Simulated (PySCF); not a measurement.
## [Sm(SH)4]−: from a saddle point downhill

PySCF 2.14.0, RKS PBE0, Sm lcecp-1-SVP with ECP51, S def2-SVP, H def2-SVP; non-relativistic Hamiltonian with scalar-relativistic core potentials where named; density fitting; no spin-orbit coupling. Relaxed within the symmetry of its start, the geometry (S4) is

```xyz
9

Sm    0.0000    0.0000    0.0000
S     1.5514    1.6882    1.4402
H     2.4873    0.7132    1.5354
S    -1.5514   -1.6882    1.4402
H    -2.4873   -0.7132    1.5354
S     1.6882   -1.5514   -1.4402
H     0.7132   -2.4873   -1.5354
S    -1.6882    1.5514   -1.4402
H    -0.7132    2.4873   -1.5354
```

and its lowest harmonic modes are -129, -54, 45, 50, 62, 62 cm⁻¹ (negative: unstable). It was moved along the lowest mode and relaxed again, within the group S4 that the move left.

Question: Where does it end, and how much lower?

Answer: In S4, 0.054 eV lower, after 21 steps:
```xyz
9

Sm    0.0000    0.0000    0.0013
S     1.4801    1.6034    1.5995
H     1.8372    0.5105    2.3171
S    -1.4801   -1.6034    1.5995
H    -1.8372   -0.5105    2.3171
S     1.6004   -1.4850   -1.5957
H     0.5079   -1.8372   -2.3159
S    -1.6004    1.4850   -1.5957
H    -0.5079    1.8372   -2.3159
```

Question: How do the contacts change?

Answer: 
```tsv
contact	saddle (Å)	end (Å)
Sm1–S2 (SH)	2.708	2.705
Sm1–S4 (SH)	2.708	2.705
Sm1–S6 (SH)	2.708	2.705
Sm1–S8 (SH)	2.708	2.705
```


Question: Is the end a minimum?

Answer: Yes; lowest modes 58, 58, 60, 61, 76, 86 cm⁻¹.

An lcecp potential fixes the number of 4f electrons, so in runs with it no electron can move into or out of that shell.

State: singlet in the valence, with the 4f electrons in the core potential.
